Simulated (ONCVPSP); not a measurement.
# What one change does to a pseudopotential (tin (Sn), ONCV)

tin (Sn), optimised norm-conserving Vanderbilt (ONCV), made with ONCVPSP 4.0.1 (PBE, scalar-relativistic). Core [Ar] 3d10 4s2, reference 4p6 4d10 5s2 (charge +2). Waves: 5s: rc 2.00 bohr, ncon 4, nbas 9, qcut 3.3 1/bohr, 2 projectors, debl 1.1 Ha; 4p: rc 1.00 bohr, ncon 4, nbas 8, qcut 8.6 1/bohr, 2 projectors, debl 2.6 Ha; 4d: rc 1.40 bohr, ncon 5, nbas 9, qcut 11.8 1/bohr, 2 projectors, debl 0.5 Ha; f scattering state at 0.1 Ha: rc 1.65 bohr, ncon 4, nbas 7, qcut 6.9 1/bohr, 2 projectors, debl 3.6 Ha. Local part: polynomial inside 0.75 bohr (lpopt 5, dvloc0 0 Ha). Core correction: Teter function, fcfact 6, rcfact 1.2.

In the p channel the program set the typed energies aside and used -3.938, 0.250 Ha. In the d channel the program set the typed energies aside and used -1.588, 0.250 Ha.

Change: local potential polynomial inside 0.75 bohr (lpopt 5, dvloc0 -2.5 Ha).

Cutoffs: the cutoffs (Ha) at which the residual kinetic energy of the hardest occupied pseudo-wave falls to 1 and 0.1 mHa per electron; they do not see the model core or the augmentation charge, which bear on the density cutoff. Errors are all-electron minus pseudo energies relative to the spin-unpolarised reference configuration.

**Question.** What does the change do?

**Answer.** The potential gets neither clearly harder nor softer (128 Ha and 205 Ha → 128 Ha and 205 Ha); both files keep a bound ghost (s); the lowest positive-energy flag moves from s at 25.7 eV to s at 10.8 eV; the errors of the 4 common tests hardly move; the range in which the s phases agree widens (upper end 0.9 → 3.8).

| quantity | base | changed |
| --- | --- | --- |
| cutoff, loose | 128 Ha | 128 Ha |
| cutoff, tight | 205 Ha | 205 Ha |
| bound ghosts | s | s |
| GHOST(+) flags under 300 eV | s at 25.7 eV | s at 10.8 eV, f at 133.1 eV |
| error for 4p6 4d10 5s2 5p2, meV [ΔE -20.83 eV] | +5.5 | +5.5 |
| error for 4p6 4d10 5s2 5p1, meV [ΔE -13.95 eV] | +3.6 | +3.6 |
| error for 4p6 4d10 5s1, meV [ΔE 30.97 eV] | -10.0 | -10.0 |
| error for 4p5 4d10 5s2 5p2, meV [ΔE 76.69 eV] | -78 | -75 |
| s: phases at 2.03 bohr within 0.05 rad from the reference energy up to (Ha; the scan ends near 5) | 0.9 | 3.8 |
| p: phases at 1.01 bohr within 0.05 rad from the reference energy up to (Ha; the scan ends near 5) | to the end of the scan | to the end of the scan |
| d: phases at 1.42 bohr within 0.05 rad from the reference energy up to (Ha; the scan ends near 5) | to the end of the scan | to the end of the scan |
| f: phases at 1.68 bohr within 0.05 rad from the reference energy up to (Ha; the scan ends near 5) | 4.7 | 4.1 |
| rms error of d²Exc/dni dnj with the model core, mHa | 1.71 | 1.71 |

 A true bound ghost makes a file unfit for plane-wave use even where its test errors are small: the radial tests pick states by their node count and pass the ghost by.
